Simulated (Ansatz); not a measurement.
Abridged output of a molecular run in Ansatz:

```
Functional definition: HF
1184 factors; integrals over basis functions are off by at most 8.3e-4 eV
mean field evaluation 1: about -21810.5975 eV, gradient 3.8e1 eV
mean field evaluation 2: about -21810.9057 eV, gradient 3.8e1 eV
mean field evaluation 4: about -21813.8809 eV, gradient 3.5e0 eV
mean field evaluation 8: about -21813.9345 eV, gradient 2.6e-1 eV
mean field -21813.93489766 eV, -801.6473214730 hartree, gradient 3.8e-6 eV, S^2 0.000000; 0 other end points of the search recorded, 0 dependent functions left out
12 core orbitals not correlated: weight in the atoms' cores, before any rotation towards them, 1.000 or more for the frozen orbitals, at most 0.000 for the correlated occupied ones
reference -21813.93489766 eV, -801.6473214730 hartree; 12, 12 occupied and 178, 178 virtual orbitals, 1184 factors
second order -19.03263379 eV of doubles, -0.00000000 eV of singles
cycle   1  -19.36462111 eV  change   -3.3e-1 eV  update   9.6e-2
cycle   2  -19.83726869 eV  change   -4.7e-1 eV  update   2.8e-2
cycle   3  -19.93686187 eV  change   -1.0e-1 eV  update   1.4e-2
cycle   4  -19.92736323 eV  change    9.5e-3 eV  update   3.2e-3
cycle   5  -19.92668431 eV  change    6.8e-4 eV  update   1.4e-3
cycle   6  -19.92700560 eV  change   -3.2e-4 eV  update   4.6e-4
cycle   7  -19.92672623 eV  change    2.8e-4 eV  update   1.8e-4
cycle   8  -19.92669229 eV  change    3.4e-5 eV  update   6.1e-5
cycle   9  -19.92670991 eV  change   -1.8e-5 eV  update   2.4e-5
perturbative correction -0.87509289 eV, -0.0321590704 hartree
Total energy: -21834.73670046 eV, -802.4117736256 hartree
```

Its atoms:

Cartesian coordinates in Å:
```
O -0.058 -1.148 1.553
Si -0.619 -0.277 0.292
C 0.424 0.883 -0.664
S -0.015 -0.660 -1.657
H 0.789 -1.585 1.442
H -2.022 0.042 0.597
H 0.012 1.789 -1.099
H 1.489 0.956 -0.464
```

Task: Which basis set was used?
A. def2-TZVPP
B. def2-SVPD
C. def2-QZVPP
D. cc-pV(Q+d)Z

Result: A. It gives 202 functions.

Task: Write the keys of the input that set method, charge and spin (a neutral closed shell needs none for the last two).

Result: 
```yaml
correlation: {method: ccsd_t}
```
